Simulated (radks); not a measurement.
Problem. The mean radii <r> (bohr) of the occupied orbitals of an atom or ion are listed with their occupations. All-electron calculation, Dirac Kohn-Sham, PBE, spin-unpolarised, spherical densities, finite nucleus; Fermi nuclear charge, rms radius of each element as measured or else 0.836 A^(1/3) + 0.57 fm. Program: a radial shooting solver on a logarithmic mesh with Libxc functionals.

orbital  occ.      <r>
1s1/2       2  0.02363
2s1/2       2   0.1005
2p1/2       2  0.08423
2p3/2       4  0.09064
3s1/2       2   0.2660
3p1/2       2   0.2557
3p3/2       4   0.2681
3d3/2       4   0.2395
3d5/2       6   0.2434
4s1/2       2   0.6049
4p1/2       2   0.6205
4p3/2       4   0.6479
4d3/2       4   0.6926
4d5/2       6   0.7022
5s1/2       2    1.407
5p1/2       2    1.551
5p3/2       4    1.623
4f5/2       2   0.9063
6s1/2       1    3.457
6p1/2       2    4.058

Name the element and its charge. Open shells, if any, fill j = l - 1/2 first.

Solution. Z = 60, neodymium, charge +1: Nd+ in [Xe] 4f2 6s1 6p2. The 1s radius gives Z: for a bare nucleus <r> = (2 gamma + 1)/(2Z) with gamma = sqrt(1 - (Z/c)^2), 0.02332 bohr for Z = 60, and screening makes it slightly larger (0.02363 here). The occupations add up to 59, and the charge is Z minus that.
